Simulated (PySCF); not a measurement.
An unknown is described by computed data only.

Elements present: C, H and O. Monoisotopic mass: 142.0630 u.

- NMR, other nuclei: isotropic shieldings of nuclei other than C and H, by class: 27 (1 O), 167 (2 O) ppm [GIAO PBE0/pcSseg-1]
- 1H NMR: chemical shifts (computed TMS as zero) by class: 6.24 (2 H), 5.69 (2 H), 5.60 (2 H), 4.77 (4 H) ppm [GIAO PBE0/pcSseg-1]
- Dipole: 0.25 D [PBE0/pcSseg-1]
- Rotational structure: rotational constants A, B, C: 4.347, 0.515, 0.497 GHz [GFN2-xTB]
- 13C NMR: chemical shifts (computed TMS as zero) by class: 162.4 (1 C), 142.5 (2 C), 126.3 (2 C), 73.0 (2 C) ppm [GIAO PBE0/pcSseg-1]

Electronic properties: PySCF, gas phase, density fitting. Levels stand in brackets. Geometry: GFN2-xTB, one conformer, isolated molecule. Each NMR value is the plain mean over a class of atoms that symmetry, rotation or inversion makes alike.

Q: Which formula fits the mass and the elements?

A: C7H10O3 (calculated 142.0630). No other formula that holds each of these elements comes within 0.0003 u with a fitting electron parity and a possible valence count.

Q: What is the compound? Reason from the data.

A: Numbering: `[CH2:1]=[CH:2][CH2:3][O:4][C:5](=[O:6])[O:7][CH2:8][CH:9]=[CH2:10]`. Its formula, C7H10O3, gives 3 degrees of unsaturation: 0 rings and 3 π bonds in the structure found. 7 carbons fall into 4 classes; from least to most shielded: carbonate carbon [C5] (162.4 ppm), alkene CH carbon [C2/C9] (142.5 ppm, 2 C), terminal =CH2 carbon [C1/C10] (126.3 ppm, 2 C, up to 4.6 ppm apart in this geometry), sp3 carbon bound to oxygen [C3/C8] (73.0 ppm, 2 C). Hydrogen classes from least to most shielded: 2 H on 2 alkene CH carbons, C2/C9 (6.24 ppm), 2 H on 2 terminal =CH2 carbons, C1/C10 (5.69 ppm), 2 H on 2 terminal =CH2 carbons, C1/C10 (5.60 ppm), 4 H on 2 like atoms (sp3 carbon bound to oxygen), C3/C8 (4.77 ppm, a mean of values up to 0.9 ppm apart in this geometry). The other shieldings belong to: 27 ppm, carbonate carbonyl oxygen [O6]; 167 ppm, oxygen singly bound to a carbonyl carbon [O4/O7]. The optimised geometry has point group C1 and is an asymmetric top. Structure: diallyl carbonate, `C=CCOC(=O)OCC=C`. Computed isomers that give other values at the same levels: `C#CCCCOC(=O)OC` (13C chemical shifts (computed TMS as zero) by class: 164.3 (1 C), 88.1 (1 C), 76.3 (1 C), 70.2 (1 C), 56.0 (1 C), 30.2 (1 C), 16.6 (1 C) ppm); `CC(=O)OC(=O)CC1CC1` (13C chemical shifts (computed TMS as zero) by class: 172.7 (1 C), 170.6 (1 C), 45.4 (1 C), 24.3 (1 C), 11.4 (1 C), 6.6 (2 C) ppm); `COC1=C[C@@H](OC)C=CO1` (13C chemical shifts (computed TMS as zero) by class: 165.0 (1 C), 147.2 (1 C), 112.2 (1 C), 78.0 (1 C), 73.3 (1 C), 54.9 (1 C), 54.4 (1 C) ppm). The assignments are read from this structure; whether some other isomer fits the data as well wasn't checked.
